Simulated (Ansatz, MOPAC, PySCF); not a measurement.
Diatomic InH, closed-shell singlet (lowest of 2S+1 = 1, 3 at CCSD(T)/def2-TZVPP on PBE0 minima; our sources give no spin for the ground state, which may be another). No spin–orbit coupling.

Constants: fifth-degree fit in 1/R to seven points, most abundant isotopes. In def2 and cc sets the state is the lowest found near the PBE0 minimum, followed along R. The singlet is held restricted. HF and MP2 rows in def2 and cc sets belong to the determinant that coupled cluster picked by its CCSD energy.

Programs: Ansatz (Gaussian basis) for Hartree–Fock, density functionals and correlated methods; MOPAC for PM6 (differences of heats of formation); PySCF for 3-21G rows, LANL2DZ rows. Values without a source in brackets are computed. In def2 rows elements past Kr take small-core potentials, without spin–orbit coupling.

```json
[
 {"level": "PM6", "r_e (Å)": "1.848", "ω_e (cm⁻¹)": "2484", "α_e (cm⁻¹)": "0.096", "B_e (cm⁻¹)": "4.94", "dipole (D)": "-"},
 {"level": "HF/3-21G", "r_e (Å)": "1.867", "ω_e (cm⁻¹)": "1559", "α_e (cm⁻¹)": "0.11", "B_e (cm⁻¹)": "4.84", "dipole (D)": "0.24"},
 {"level": "HF/def2-TZVPP", "r_e (Å)": "1.844", "ω_e (cm⁻¹)": "1525", "α_e (cm⁻¹)": "0.13", "B_e (cm⁻¹)": "4.96", "dipole (D)": "-"},
 {"level": "HF/def2-QZVPP", "r_e (Å)": "1.843", "ω_e (cm⁻¹)": "1524", "α_e (cm⁻¹)": "0.13", "B_e (cm⁻¹)": "4.97", "dipole (D)": "-"},
 {"level": "SVWN5/def2-TZVPP", "r_e (Å)": "1.849", "ω_e (cm⁻¹)": "1435", "α_e (cm⁻¹)": "0.14", "B_e (cm⁻¹)": "4.94", "dipole (D)": "0.80"},
 {"level": "PBE/def2-TZVPP", "r_e (Å)": "1.872", "ω_e (cm⁻¹)": "1392", "α_e (cm⁻¹)": "0.14", "B_e (cm⁻¹)": "4.82", "dipole (D)": "0.96"},
 {"level": "BP86/LANL2DZ", "r_e (Å)": "1.880", "ω_e (cm⁻¹)": "1390", "α_e (cm⁻¹)": "0.12", "B_e (cm⁻¹)": "4.77", "dipole (D)": "0.42"},
 {"level": "r2SCAN/def2-TZVPP", "r_e (Å)": "1.847", "ω_e (cm⁻¹)": "1459", "α_e (cm⁻¹)": "0.14", "B_e (cm⁻¹)": "4.95", "dipole (D)": "0.79"},
 {"level": "B97M-V/def2-TZVPP", "r_e (Å)": "1.883", "ω_e (cm⁻¹)": "1373", "α_e (cm⁻¹)": "0.13", "B_e (cm⁻¹)": "4.76", "dipole (D)": "1.23"},
 {"level": "B3LYP/LANL2DZ", "r_e (Å)": "1.859", "ω_e (cm⁻¹)": "1436", "α_e (cm⁻¹)": "0.12", "B_e (cm⁻¹)": "4.88", "dipole (D)": "0.37"},
 {"level": "B3LYP/def2-TZVPP", "r_e (Å)": "1.862", "ω_e (cm⁻¹)": "1428", "α_e (cm⁻¹)": "0.14", "B_e (cm⁻¹)": "4.87", "dipole (D)": "0.98"},
 {"level": "PBE0/def2-TZVPP", "r_e (Å)": "1.850", "ω_e (cm⁻¹)": "1459", "α_e (cm⁻¹)": "0.13", "B_e (cm⁻¹)": "4.93", "dipole (D)": "0.80"},
 {"level": "BHLYP/def2-TZVPP", "r_e (Å)": "1.842", "ω_e (cm⁻¹)": "1497", "α_e (cm⁻¹)": "0.13", "B_e (cm⁻¹)": "4.97", "dipole (D)": "0.80"},
 {"level": "CAM-B3LYP/def2-TZVPP", "r_e (Å)": "1.841", "ω_e (cm⁻¹)": "1486", "α_e (cm⁻¹)": "0.13", "B_e (cm⁻¹)": "4.98", "dipole (D)": "0.82"},
 {"level": "wB97X-V/def2-TZVPP", "r_e (Å)": "1.836", "ω_e (cm⁻¹)": "1507", "α_e (cm⁻¹)": "0.13", "B_e (cm⁻¹)": "5.01", "dipole (D)": "0.69"},
 {"level": "wB97M-V/def2-TZVPP", "r_e (Å)": "1.834", "ω_e (cm⁻¹)": "1502", "α_e (cm⁻¹)": "0.14", "B_e (cm⁻¹)": "5.02", "dipole (D)": "0.69"},
 {"level": "B2PLYP/def2-TZVPP", "r_e (Å)": "1.845", "ω_e (cm⁻¹)": "1478", "α_e (cm⁻¹)": "0.13", "B_e (cm⁻¹)": "4.96", "dipole (D)": "-"},
 {"level": "MP2/def2-TZVPP", "r_e (Å)": "1.822", "ω_e (cm⁻¹)": "1543", "α_e (cm⁻¹)": "0.13", "B_e (cm⁻¹)": "5.08", "dipole (D)": "-"},
 {"level": "MP2/def2-QZVPP", "r_e (Å)": "1.820", "ω_e (cm⁻¹)": "1536", "α_e (cm⁻¹)": "0.14", "B_e (cm⁻¹)": "5.09", "dipole (D)": "-"},
 {"level": "MP2/CBS(def2-TZVPP, def2-QZVPP)", "r_e (Å)": "1.820", "ω_e (cm⁻¹)": "1532", "α_e (cm⁻¹)": "0.14", "B_e (cm⁻¹)": "5.10", "dipole (D)": "-"},
 {"level": "SCS-MP2/def2-TZVPP", "r_e (Å)": "1.829", "ω_e (cm⁻¹)": "1526", "α_e (cm⁻¹)": "0.13", "B_e (cm⁻¹)": "5.04", "dipole (D)": "-"},
 {"level": "SCS-MP2/def2-QZVPP", "r_e (Å)": "1.827", "ω_e (cm⁻¹)": "1520", "α_e (cm⁻¹)": "0.14", "B_e (cm⁻¹)": "5.05", "dipole (D)": "-"},
 {"level": "CCSD/def2-TZVPP", "r_e (Å)": "1.835", "ω_e (cm⁻¹)": "1505", "α_e (cm⁻¹)": "0.13", "B_e (cm⁻¹)": "5.01", "dipole (D)": "-"},
 {"level": "CCSD/def2-QZVPP", "r_e (Å)": "1.833", "ω_e (cm⁻¹)": "1500", "α_e (cm⁻¹)": "0.14", "B_e (cm⁻¹)": "5.02", "dipole (D)": "-"},
 {"level": "CCSD(T)/def2-TZVPP", "r_e (Å)": "1.836", "ω_e (cm⁻¹)": "1495", "α_e (cm⁻¹)": "0.14", "B_e (cm⁻¹)": "5.01", "dipole (D)": "-"},
 {"level": "CCSD(T)/def2-QZVPP", "r_e (Å)": "1.834", "ω_e (cm⁻¹)": "1491", "α_e (cm⁻¹)": "0.15", "B_e (cm⁻¹)": "5.01", "dipole (D)": "-"},
 {"level": "CCSD(T)/CBS(def2-TZVPP, def2-QZVPP)", "r_e (Å)": "1.834", "ω_e (cm⁻¹)": "1488", "α_e (cm⁻¹)": "0.15", "B_e (cm⁻¹)": "5.02", "dipole (D)": "-"}
]
```

Correlated levels freeze the inner cores; with def2 sets outer-core shells near the valence are correlated too. CBS(a, b) extrapolates the correlation energy as X⁻³ and adds the Hartree–Fock energy of set b. Rows in 3-21G, LANL2DZ carry no dispersion term and start afresh at each structure; the Pople sets are all-electron and without relativity. LANL2DZ brings its own core potentials from Na on. The state that PM6 reach isn't checked.

Ansatz is a program for electronic structure.
